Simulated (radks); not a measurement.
Results of a calculation; reference values are marked as such.
Question: Coherent X-ray form factor from a spherical all-electron density. Code: a radial shooting solver on a logarithmic mesh with Libxc functionals. Model: Dirac Kohn-Sham, relativistic LDA (MacDonald-Vosko exchange, VWN5 correlation), spin-unpolarised, spherical densities, finite nucleus; Fermi nuclear charge, rms radius of each element as measured or else 0.836 A^(1/3) + 0.57 fm.

sin(theta)/lambda (1/angstrom)  f0 (electrons)
0.05                                    68.632
0.1                                     67.557
0.15                                    65.852
0.2                                     63.634
0.25                                    61.041
0.3                                     58.213
0.4                                     52.346
0.5                                     46.770
0.6                                     41.818
0.8                                     33.831
1                                       27.801
1.25                                    22.304
1.5                                     18.635
2                                       14.568

The species is in the configuration that NIST lists as its ground one. Which atom or ion scatters so?

Answer: The platinum ion Pt9+, [Xe] 4f14 5d(3/2: 1, 5/2: 0). Extrapolating in s^2 from the first two rows gives f0(0) = 69.0, near the electron count 69; among species with that count, the fall with angle is slower the higher Z, and the table is that of Z = 78; from so few rows the species is fixed only to a neighbour or two.
